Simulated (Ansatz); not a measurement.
CH4ClGaO2, SMILES `C[O][Ga]([OH])[Cl]`, relaxed with RKS PBE0-D4/def2-TZVP in Ansatz from a GFN2-xTB geometry. The force threshold is 0.005 eV/Å; the program also tests the step.

The species carries charge 0 and has multiplicity 1.

Start:

```xyz
9

C    -0.887   -1.192   -0.633
O    -0.245   -0.391    0.341
Ga    0.761    1.065    0.217
O     1.299    1.640    1.768
Cl    1.235    1.974   -1.591
H    -0.704   -0.840   -1.652
H    -1.963   -1.177   -0.443
H    -0.515   -2.215   -0.541
H     1.020    1.136    2.534
```

| step | energy (eV) | largest force (eV/Å) | largest move (Å) |
| --- | --- | --- | --- |
| 1 | -70085.7450 | 0.955 | 0.000 |
| 2 | -70085.7957 | 0.405 | 0.054 |
| 3 | -70085.8186 | 0.230 | 0.099 |
| 4 | -70085.8224 | 0.103 | 0.053 |
| 5 | -70085.8232 | 0.022 | 0.030 |
| 6 | -70085.8232 | 0.007 | 0.005 |
| 7 | -70085.8232 | 0.002 | 0.002 |

End:

```xyz
9

C    -0.872   -1.166   -0.650
O    -0.301   -0.488    0.447
Ga    0.698    0.961    0.304
O     1.354    1.720    1.757
Cl    1.123    1.802   -1.597
H    -0.623   -0.710   -1.614
H    -1.961   -1.174   -0.547
H    -0.519   -2.202   -0.660
H     1.099    1.257    2.559
```

Run time 17 s (2 threads of an AMD EPYC 7R13 on a shared host and a share of an NVIDIA H100 80 GB); peak host memory 0.91 GiB.
